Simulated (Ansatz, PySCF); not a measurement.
Gas-phase reaction in SMILES: C[SiH](C)F → C[SiH]F + [CH3] (CH3) (the C-Si bond at the site shown breaks; other sites are not compared here)
Structures are relaxed separately at B3LYP-D3(BJ)/def2-TZVP in Ansatz (a quantum-chemistry and plane-wave program).

Quantity: bond dissociation energy (electronic energy difference), in eV. Correlated levels leave the core frozen unless marked. Open shells are spin-unrestricted. No spin-orbit coupling. No relativistic terms. CBS marks a two-point X^-3 extrapolation of the correlation energy; Hartree-Fock from the larger set. The bracket is a focal-point correction in the basis named.

| level | program | bond dissociation energy (eV) |
|---|---|---|
| PBE/def2-TZVPD | Ansatz | ___ |
| B3LYP-D3(BJ)/def2-TZVPD | Ansatz + dftd3 | 4.07 |
| B3LYP-D4/def2-TZVPD | Ansatz + dftd4 | 4.06 |
| PBE0/def2-SVP | Ansatz | ___ |
| PBE0-D3(BJ)/def2-TZVP | Ansatz + dftd3 | 4.14 |
| M06-2X/def2-TZVPD | PySCF | ___ |
| LC-wPBE-D4/def2-TZVPD | Ansatz + dftd4 | 4.16 |
| LC-wPBE/def2-TZVPD | Ansatz | 4.09 |
| RPA@PBE/cc-pV(T+d)Z | Ansatz | 4.07 |
| SCS-MP2/cc-pV(T+d)Z | Ansatz | 4.29 |
| CCSD/cc-pV(T+d)Z | Ansatz | ___ |
| RI-MP2/CBS(aug-cc-pV(T+d)Z,aug-cc-pV(Q+d)Z)+[CCSD(T)-MP2]/aug-cc-pV(T+d)Z | Ansatz | 4.31 |

Task: Fill in the missing entries.

Result: 
- PBE/def2-TZVPD, bond dissociation energy (eV): 4.04
- PBE0/def2-SVP, bond dissociation energy (eV): 4.17
- M06-2X/def2-TZVPD, bond dissociation energy (eV): 4.21
- CCSD/cc-pV(T+d)Z, bond dissociation energy (eV): 4.13
